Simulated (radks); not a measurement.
Results of a calculation; reference values are marked as such.
Charge is removed step by step from the 5s1/2 level of Bi, starting from [Hg] 6p3. Code: a radial shooting solver on a logarithmic mesh with Libxc functionals. Model: Dirac Kohn-Sham, PBE, spin-unpolarised, spherical densities, finite nucleus; open shells fill j = l - 1/2 first; Fermi nuclear charge, rms radius 5.5211 fm.

[
 {"removed (e)": "0", "E - E(0) (eV)": "0.000", "eigenvalue (eV)": "-156.29", "E minus straight line (eV)": "0.000"},
 {"removed (e)": "0.125", "E - E(0) (eV)": "19.659", "eigenvalue (eV)": "-158.26", "E minus straight line (eV)": "-0.903"},
 {"removed (e)": "0.25", "E - E(0) (eV)": "39.567", "eigenvalue (eV)": "-160.28", "E minus straight line (eV)": "-1.557"},
 {"removed (e)": "0.375", "E - E(0) (eV)": "59.730", "eigenvalue (eV)": "-162.33", "E minus straight line (eV)": "-1.956"},
 {"removed (e)": "0.5", "E - E(0) (eV)": "80.150", "eigenvalue (eV)": "-164.41", "E minus straight line (eV)": "-2.097"},
 {"removed (e)": "0.625", "E - E(0) (eV)": "100.83", "eigenvalue (eV)": "-166.53", "E minus straight line (eV)": "-1.976"},
 {"removed (e)": "0.75", "E - E(0) (eV)": "121.78", "eigenvalue (eV)": "-168.67", "E minus straight line (eV)": "-1.588"},
 {"removed (e)": "0.875", "E - E(0) (eV)": "143.00", "eigenvalue (eV)": "-170.84", "E minus straight line (eV)": "-0.931"},
 {"removed (e)": "1", "E - E(0) (eV)": "164.50", "eigenvalue (eV)": "-173.04", "E minus straight line (eV)": "0.000"}
]

Removing the whole electron costs 164.50 eV by Delta-SCF, against 156.29 eV from minus the eigenvalue at the starting occupation. Slater's transition state (half an electron removed) gives 164.41 eV. Integrating minus the eigenvalue over the occupation (Janak's theorem) gives 164.50 eV. The mean slope of the eigenvalue, de/dn, is 16.8 eV per electron.
